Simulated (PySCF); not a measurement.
Which level of theory gave which numbers?

Compound: BF3OEt2, C4H10BF3O.
SMILES: `CC[O+](CC)[B-](F)(F)F`

The closed-shell ground state was solved 7 times with PySCF (density fitting, gas phase), always with PBE0, in these basis sets: 3-21G, 6-31++G**, 6-311+G(2d,p), 6-311G**, 6-31G, def2-SVP and def2-SVPD. Isolated species at its GFN2-xTB geometry (one conformer only).

| row | total energy (Eh) | HOMO (eV) | LUMO (eV) | dipole (D) |
| --- | --- | --- | --- | --- |
| P | -557.7933 | -9.25 | 0.94 | 5.60 |
| Q | -557.8227 | -9.32 | -0.05 | 5.70 |
| R | -557.2627 | -9.39 | 0.32 | 5.72 |
| S | -557.5008 | -9.23 | 1.91 | 6.06 |
| T | -557.6729 | -9.30 | -0.30 | 5.76 |
| U | -557.2299 | -9.28 | 1.27 | 5.68 |
| V | -554.6489 | -9.02 | 2.28 | 5.84 |

Question: Which basis belongs to which row?

Answer: P = 6-311G**, Q = 6-311+G(2d,p), R = def2-SVPD, S = 6-31G, T = 6-31++G**, U = def2-SVP, V = 3-21G. From the lowest total energy up: 6-311+G(2d,p) (303 functions) 0 eV; 6-311G** (222 functions) +0.80 eV; 6-31++G** (222 functions) +4.08 eV; 6-31G (101 functions) +8.76 eV; def2-SVPD (272 functions) +15.24 eV; def2-SVP (176 functions) +16.13 eV; 3-21G (101 functions) +86.37 eV.

Shape of the structure used: `[CH3:1][CH2:2][O+:3]([CH2:4][CH3:5])[B-:6]([F:7])([F:8])[F:9]`: C1–C2–O3–C4 129°, C2–O3–C4–C5 -75°, C2–O3–B6–F7 170°.
